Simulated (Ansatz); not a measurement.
Consider the ligand exchange at the Si–C bond: `N[SiH2]C=O` + `N[SiH](O)Cl` → `N[SiH2]O[SiH](N)Cl` + `C=O`.

Program: Ansatz. Geometries: PBE0-D4/def2-TZVP. ΔE: electronic, gas phase. CCSD(T)/CBS adds triple-zeta CCSD(T) − MP2 to the extrapolated MP2 energy (def2 sets, frozen cores). This one scheme is used for every species. Functionals use def2-TZVPP. Each species was taken in one conformer, which may not be the lowest.

`N[SiH2]C=O`:

Cartesian coordinates in Å:
```
N 0.300 -1.278 0.648
Si -0.114 -0.280 -0.662
C -0.049 1.486 0.095
O 0.153 1.643 1.275
H 0.209 -2.277 0.675
H 0.348 -0.852 1.561
H -1.479 -0.478 -1.234
H 0.837 -0.346 -1.807
H -0.206 2.382 -0.552
```

`N[SiH](O)Cl`:

Z-matrix (Å, degrees):
```
Si
O 1 1.631
Cl 1 2.058 2 112.6
N 1 1.700 2 111.2 3 116.8
H 1 1.474 2 103.8 3 -116.0
H 2 0.960 1 116.7 3 -67.6
H 4 1.006 1 120.7 2 -147.4
H 4 1.007 1 121.4 2 60.6
```

`N[SiH2]O[SiH](N)Cl`:

Z-matrix (Å, degrees):
```
Si
O 1 1.645
N 1 1.711 2 111.8
H 1 1.481 2 107.3 3 121.1
H 1 1.481 2 107.1 3 -118.2
Si 2 1.621 1 135.5 3 -23.2
H 3 1.006 1 121.9 2 93.8
H 3 1.005 1 121.5 2 -111.4
N 6 1.697 2 109.9 1 65.3
Cl 6 2.077 2 106.5 1 -57.7
H 6 1.473 2 111.2 1 -172.8
H 9 1.009 6 117.7 2 -50.1
H 9 1.008 6 119.9 2 168.4
```

`C=O`:

Z-matrix (Å, degrees):
```
C
O 1 1.195
H 1 1.109 2 122.0
H 1 1.109 2 122.0 3 -180.0
```

CCSD(T)/CBS gives -1.46 eV.

Another level gave -1.28 eV. Which?
A. PBE-D4/def2-TZVPP
B. CCSD/def2-TZVPP
C. HF/def2-TZVPP
D. ωB97M-V/def2-TZVPP

A. PBE-D4 -1.28, ωB97M-V -1.44, CCSD/def2-TZVPP -1.50, HF/def2-TZVPP -1.61 eV.

Largest T1 diagnostic among the species: 0.015.

From PBE to PBE0 (25 % exact exchange), in def2-TZVPP and without D4, ΔE moves by −0.09 eV. The D4 term adds −0.10 eV with B3LYP and −0.06 eV with PBE0; it sums over pairs of atoms, weighted by their polarisabilities, and B3LYP, whose exchange is more repulsive, gets the larger term.

B3LYP here is the variant with VWN-RPA as its local correlation; programs differ in this.
